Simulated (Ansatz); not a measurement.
Isolated molecules relaxed with PBE0-D4/def2-TZVP in Ansatz; ΔE leaves out vibrations. CCSD(T)/CBS adds triple-zeta CCSD(T) − MP2 to the extrapolated MP2 energy (def2 sets, frozen cores). Functionals use def2-TZVPP. B3LYP here is the variant with VWN-RPA as its local correlation; programs differ in this. Each species was taken in one conformer, which may not be the lowest.

Consider the ligand exchange at the Si–C bond: `O/C([SiH3])=C/[SiH3]` + `CCCO` → `CCCO[SiH3]` + `C=C(O)[SiH3]`.

`O/C([SiH3])=C/[SiH3]`:

Cartesian coordinates in Å:
```
O -1.033 -1.544 1.470
C -0.416 -0.651 0.653
Si 1.064 0.143 1.507
C -0.822 -0.383 -0.595
Si -0.058 0.812 -1.795
H -1.786 -1.934 1.008
H 1.688 1.103 0.564
H 0.610 0.854 2.729
H 2.042 -0.907 1.885
H -1.701 -0.924 -0.958
H -0.074 2.213 -1.293
H -0.862 0.756 -3.045
H 1.349 0.463 -2.130
```

`CCCO`:

```xyz
12

C    -0.372    1.427    0.385
C    -0.317   -0.089    0.457
C     0.622   -0.680   -0.576
O     0.732   -2.085   -0.492
H    -0.710    1.767   -0.598
H    -1.056    1.837    1.130
H     0.614    1.866    0.565
H    -1.321   -0.503    0.305
H     0.008   -0.414    1.450
H     0.309   -0.369   -1.584
H     1.634   -0.295   -0.424
H    -0.143   -2.462   -0.618
```

`CCCO[SiH3]`:

Z-matrix (Å, degrees):
```
C
C 1 1.518
H 1 1.094 2 111.4
H 1 1.094 2 111.4 3 -120.1
H 1 1.091 2 111.2 3 120.0
C 2 1.511 1 112.0 3 60.1
H 2 1.094 1 110.5 3 -61.0
H 2 1.094 1 110.5 3 -178.8
O 6 1.414 2 109.8 1 -179.9
H 6 1.100 2 109.9 1 -58.8
H 6 1.100 2 109.9 1 58.9
Si 9 1.641 6 122.5 2 -179.7
H 12 1.481 9 106.6 6 -179.9
H 12 1.490 9 111.0 6 -59.9
H 12 1.490 9 111.0 6 60.1
```

`C=C(O)[SiH3]`:

Cartesian coordinates in Å:
```
C -0.313 -1.030 -1.202
C 0.205 -0.530 -0.081
O 1.077 -1.293 0.646
Si -0.240 1.193 0.508
H -0.057 -2.027 -1.546
H -1.004 -0.445 -1.793
H 1.374 -0.817 1.425
H -0.840 1.119 1.869
H -1.194 1.808 -0.444
H 0.992 2.021 0.618
```

| level | ΔE (kJ/mol) | difference from CCSD(T)/CBS |
| --- | --- | --- |
| PBE-D4 | -67.3 | 13.5 |
| r2SCAN-D4 | -78.2 | 2.6 |
| ωB97M-V | -79.8 | 1.0 |
| B2PLYP | -85.1 | -4.3 |
| r2SCAN | -78.7 | 2.1 |
| PBE0 | -73.4 | 7.4 |
| B3LYP | -86.0 | -5.2 |
| HF/def2-TZVPP | -100.0 | -19.2 |
| MP2/def2-TZVPP | -80.7 | 0.1 |
| CCSD/def2-TZVPP | -83.5 | -2.7 |
| CCSD(T)/def2-TZVPP | -80.3 | 0.5 |
| HF/def2-QZVPP | -101.8 | -21.0 |
| MP2/def2-QZVPP | -81.6 | -0.8 |
| SCS-MP2/def2-QZVPP | -86.0 | -5.2 |
| MP2/CBS(def2) | -81.2 | -0.4 |
| CCSD/CBS(def2) | -84.0 | -3.2 |
| CCSD(T)/CBS | -80.8 | 0 |

Largest T1 diagnostic among the species: 0.013.

In def2-TZVPP, CCSD(T) changes the Hartree–Fock value by +19.7 kJ/mol (the triples alone add +3.2 kJ/mol) and MP2 by +19.2 kJ/mol. From PBE to PBE0 (25 % exact exchange), in def2-TZVPP and without D4, ΔE moves by −3.5 kJ/mol.
